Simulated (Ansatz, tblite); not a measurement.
Adding an electron: the cluster Li₆H₅⁺. Total charge 1; singlet. Geometry: r2SCAN-D4/def2-TZVP. Ansatz, gas phase; energy differences of separate SCF runs; the reduced species was run as a doublet alone.

Cartesian coordinates in Å:
```
Li -0.710 -0.836 0.237
Li 0.965 1.301 -0.142
Li 0.299 -0.438 2.512
Li 1.617 -1.063 -0.943
Li -0.248 0.197 -2.128
Li -2.061 1.151 1.008
H -0.128 -1.420 -1.307
H 1.091 -0.317 0.895
H 1.453 0.593 -1.648
H -1.357 -0.213 1.904
H -0.922 1.045 -0.389
```

The xTB rows come from tblite. The structure comes from a short search, and lower isomers may exist.

```
              level  −HOMO (eV)  −LUMO (eV)  vertical EA (eV)  HOMO–LUMO gap (eV)
           GFN1-xTB       15.90       12.38             10.36                3.52
           GFN2-xTB       13.92        8.97              6.81                4.95
   PBE-D4/def2-TZVP        9.05        5.10              3.62                3.95
r2SCAN-D4/def2-TZVP        9.24        4.49              3.44                4.75
  PBE0-D4/def2-TZVP       10.22        4.50              3.53                5.72
```

 Raw xTB energy differences between charge states are shifted by several eV; the methods need an empirical correction for them.
